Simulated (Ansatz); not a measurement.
`[F][Ga]([F])[Br]` and `[OH][Ga]([F])[Br]` differ in one atom or group.

Ansatz, PBE0-D4/def2-TZVP geometries, multiplicity 1. Each molecule was computed in one conformer, which needn't be the lowest.

Scalar relativity is left out up to krypton.

```tsv
property	`[F][Ga]([F])[Br]`
HOMO–LUMO gap (PBE0/def2-TZVPP) / eV	7.22
HOMO energy (PBE0/def2-TZVPP) / eV	-9.42
LUMO energy (PBE/def2-TZVPP) / eV	-3.17
HOMO energy (PBE/def2-TZVPP) / eV	-8.06
LUMO energy (ωB97M-V/def2-TZVPP) / eV	-0.25
HOMO energy (B3LYP/def2-TZVPP) / eV	-9.15
```

Problem. Give the same properties after the change, and the shifts. (Estimate.)

Solution. The calculation gave: 
```tsv
property	`[OH][Ga]([F])[Br]`	shift
HOMO–LUMO gap (PBE0/def2-TZVPP) / eV	7.34	0.12
HOMO energy (PBE0/def2-TZVPP) / eV	-9.07	0.35
LUMO energy (PBE/def2-TZVPP) / eV	-2.68	0.49
HOMO energy (PBE/def2-TZVPP) / eV	-7.71	0.35
LUMO energy (ωB97M-V/def2-TZVPP) / eV	0.16	0.41
HOMO energy (B3LYP/def2-TZVPP) / eV	-8.80	0.35
```

With PBE0 the HOMO rises by 0.35 eV and the LUMO rises by 0.47 eV, so the gap widens by about 0.12 eV. PBE moves the HOMO by 0.35 eV and ωB97M-V by 0.36 eV. The zero-point energy changes by 30.6 kJ/mol with +3 modes.

B3LYP here is the variant with VWN-RPA as its local correlation; programs differ in this.

Spin–orbit coupling is left out; it splits and shifts lone-pair levels of the heavy atoms by tenths of an eV.
